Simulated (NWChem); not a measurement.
**Electron attachment to CH$_{3}$Si**

```xyz
5

C      1.1006    -0.0867     0.0000
Si    -0.7937     0.0462     0.0000
H      1.5375    -0.5499     0.9008
H      1.4341     0.9735     0.0000
H      1.5375    -0.5499    -0.9008
```
Charge 0, spin multiplicity 2.

Everything below was run with NWChem. Structure: optimised with UPBE0/def2-SVP, a minimum by its harmonic frequencies.

Basis set: def2-TZVPD. The species with one electron more has spin multiplicity 3 and keeps the geometry of the parent. Δ marks differences of total energies (open shells unrestricted). −ε marks an orbital energy of the parent. That orbital need not have the symmetry of the hole or added electron in the Δ rows. The basis adds only a small set of diffuse functions.

B3LYP has NWChem's definition, with VWN1-RPA local correlation. This spin state was chosen for the runs; another may lie lower. The structure started from a generated list of species. No SCF solution was tested for a lower state.

Problem. For the vertical electron affinity, −ε(alpha LUMO) of PBE0 gives 2.63 eV and −ε(alpha LUMO) of B3LYP gives 2.78 eV. What do −ε(alpha LUMO) of BLYP, −ε(alpha LUMO) of PBE, ΔPBE0 give?

Solution. −ε(alpha LUMO) of BLYP: 3.33 eV; −ε(alpha LUMO) of PBE: 3.53 eV; ΔPBE0: 0.71 eV.
